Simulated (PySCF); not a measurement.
Species: H7NSSi2.
SMILES: `[SiH3]N[SiH2]S`

Method: TDDFT B3LYP/def2-SVPD, vertical, gas phase, core orbitals frozen in the response (PySCF). One conformer (not necessarily the lowest) at the GFN2-xTB geometry, without solvent, vibrations or thermal averaging. Torsions of this conformer, `[SiH3:1][NH:2][SiH2:3][SH:4]`: Si1–N2–Si3–S4 173°, H–S4–Si3–N2 -56°.

Each state is given a Gaussian of 0.4 eV full width at half maximum, with ε(max) = 2.175×10⁸ f / Δν̃ (Δν̃ the width in cm⁻¹). The width is an assumption, not a result. The curve ends short of the highest state used, and states not computed would add to its high-energy end.

E (eV), ε (L mol⁻¹ cm⁻¹) and a bar:
```
     5.25          0 
     5.29          1 
     5.33          3 
     5.37          5 
     5.40          9 
     5.44         19 
     5.48         36 
     5.52         66 #
     5.56        115 #
     5.59        169 ##
     5.63        274 ###
     5.67        424 ####
     5.71        629 ######
     5.75        892 #########
     5.78       1127 ###########
     5.82       1479 ##############
     5.86       1858 ##################
     5.90       2235 #####################
     5.94       2575 #########################
     5.97       2787 ###########################
     6.01       2993 #############################
     6.05       3103 ##############################
     6.09       3121 ##############################
     6.13       3067 #############################
     6.17       2972 #############################
     6.20       2893 ############################
     6.24       2797 ###########################
     6.28       2724 ##########################
     6.32       2673 ##########################
     6.36       2630 #########################
     6.39       2591 #########################
     6.43       2511 ########################
     6.47       2385 #######################
     6.51       2212 #####################
     6.55       2001 ###################
     6.58       1831 ##################
```

Task: Where are the band maxima, and which computed states make them?

Result: 204 nm (6.08 eV), ε about 3100, made up of S2 (40%) and S3 (45%) (ε in L mol⁻¹ cm⁻¹; maxima over ε = 5, shares over 10%). The states used: S1 5.85 eV (f 0.0027); S2 5.99 eV (f 0.022); S3 6.09 eV (f 0.021); S4 6.33 eV (f 0.013); S5 6.48 eV (f 0.023); S6 6.82 eV (f 0.0037); S7 7.00 eV (f 0.021); S8 7.18 eV (f 0.031).

Task: On this curve, what absorbance would a 10⁻⁴ mol/L sample give at 193 nm over a 1 cm path?

Result: 193 nm is 6.424 eV, where ε is about 2500 L mol⁻¹ cm⁻¹, so A = ε c l ≈ 0.25 (Beer–Lambert, with the gas-phase spectrum and the assumed width).

Task: What would ε be at 6.08 eV, the highest of these maxima, with half the width (0.2 eV)?

Result: About 4390 L mol⁻¹ cm⁻¹ against 3120, a factor of about 1.4; a lone state at its own centre would give exactly 2.

Task: Coming from long wavelengths, where does ε first pass 100 L mol⁻¹ cm⁻¹?

Result: At about 223 nm (5.55 eV), 0.30 eV below S1.
